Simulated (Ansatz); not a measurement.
Ansatz (a quantum-chemistry and plane-wave program) input (B3LYP-D3(BJ)/def2-TZVP):

Ansatz 0.2 input:
```yaml
crystal:
  periodic: [false, false, false]
  atoms:
    - {symbol: W, position_ang: [0.00899817, 0.00564684, -0.00112405]}
    - {symbol: H, position_ang: [0.77388047, 1.43800348, -1.05213535]}
    - {symbol: H, position_ang: [-0.68091193, 1.20299025, 1.12822078]}
    - {symbol: H, position_ang: [1.02179792, -0.77708814, 1.44910370]}
    - {symbol: H, position_ang: [-1.76876698, -0.64429559, -0.39946538]}
    - {symbol: H, position_ang: [0.69913140, -1.19223776, -1.12977195]}
basis:
  gaussian:
    orbitals: def2-TZVP
hamiltonian:
  xc: b3lyp
  dispersion: d3bj
total_charge: 1
relax: {f_tol: 0.002, max_steps: 150}
```

End of the output:

```
mean field: 0.16 GiB planned
mean field evaluation 160: about -1896.2462 eV, gradient 1.1e0 eV
mean field -1896.25690694 eV, -69.6861560010 hartree, gradient 1.9e-5 eV, S^2 0.000000; 0 other end points of the search recorded, 0 dependent functions left out
the calculation of the forces begins
reference -1896.25714347 eV, -69.6861646933 hartree; 9, 9 occupied and 61, 61 virtual orbitals, 613 factors
relax step  13: F+E_penalty+E_count = -1896.40408275 eV  Δ(F+E_penalty+E_count) = -4.885e-4 eV  max|allowed force component| = 9.317e-3 eV/Å  Δτ_max = 0.0299 Å  (31 SCF iters, accepted)
these checks for a lower state are left out or cut short: starts, cluster_reference, orbital_swaps, neighbouring_geometries, increment
integrals: 0.02 GiB planned
613 factors; their error is unknown
mean field: 0.16 GiB planned
mean field -1896.25689969 eV, -69.6861557345 hartree, gradient 1.7e-5 eV, S^2 0.000000; 0 other end points of the search recorded, 0 dependent functions left out
the calculation of the forces begins
reference -1896.25713622 eV, -69.6861644269 hartree; 9, 9 occupied and 61, 61 virtual orbitals, 613 factors
relax step  14: F+E_penalty+E_count = -1896.40407849 eV  Δ(F+E_penalty+E_count) = +4.262e-6 eV  max|allowed force component| = 2.479e-2 eV/Å  Δτ_max = 0.0080 Å  (31 SCF iters, rejected (line search))
these checks for a lower state are left out or cut short: starts, cluster_reference, orbital_swaps, neighbouring_geometries, increment
integrals: 0.02 GiB planned
613 factors; their error is unknown
mean field: 0.16 GiB planned
mean field -1896.25694883 eV, -69.6861575405 hartree, gradient 1.7e-5 eV, S^2 0.000000; 0 other end points of the search recorded, 0 dependent functions left out
the calculation of the forces begins
reference -1896.25718537 eV, -69.6861662331 hartree; 9, 9 occupied and 61, 61 virtual orbitals, 613 factors
relax step  15: F+E_penalty+E_count = -1896.40412687 eV  Δ(F+E_penalty+E_count) = -4.413e-5 eV  max|allowed force component| = 2.191e-3 eV/Å  Δτ_max = 0.0040 Å  (31 SCF iters, accepted)
these checks for a lower state are left out or cut short: starts, cluster_reference, orbital_swaps, neighbouring_geometries, increment
integrals: 0.02 GiB planned
613 factors; their error is unknown
mean field: 0.16 GiB planned
mean field -1896.25695101 eV, -69.6861576205 hartree, gradient 1.6e-5 eV, S^2 0.000000; 0 other end points of the search recorded, 0 dependent functions left out
the calculation of the forces begins
reference -1896.25718755 eV, -69.6861663131 hartree; 9, 9 occupied and 61, 61 virtual orbitals, 613 factors
relax step  16: F+E_penalty+E_count = -1896.40412907 eV  Δ(F+E_penalty+E_count) = -2.199e-6 eV  max|allowed force component| = 1.844e-4 eV/Å  Δτ_max = 0.0013 Å  (23 SCF iters, accepted)
integrals: 0.02 GiB planned
613 factors; their error is unknown
mean field: 0.16 GiB planned
mean field evaluation 192: about -1896.2397 eV, gradient 2.6e0 eV
mean field -1896.25695101 eV, -69.6861576205 hartree, gradient 1.6e-5 eV, S^2 0.000000; 1 other end points of the search recorded, 0 dependent functions left out
the calculation of the forces begins
reference -1896.25718755 eV, -69.6861663131 hartree; 9, 9 occupied and 61, 61 virtual orbitals, 613 factors
Total energy: -1896.40436561 eV, -69.6915750072 hartree
Atom 0 at    -0.131255     0.130493    -0.219271 Å, force     0.000184    -0.000043    -0.000144 eV/Å
Atom 1 at     0.602335     1.381758    -1.097730 Å, force     0.000146    -0.000001    -0.000012 eV/Å
Atom 2 at    -0.245932     0.695011     1.352017 Å, force    -0.000129    -0.000008     0.000088 eV/Å
Atom 3 at     0.672792    -0.586709     1.033244 Å, force     0.000042     0.000007    -0.000034 eV/Å
Atom 4 at    -1.694284    -0.380863    -0.632710 Å, force    -0.000080    -0.000114     0.000104 eV/Å
Atom 5 at     0.850472    -1.206672    -0.440722 Å, force    -0.000163     0.000158    -0.000003 eV/Å
Dipole moment:    -0.046378     0.041252    -0.072156 e Å
```

The spin state was set by rule; other spins were not relaxed.
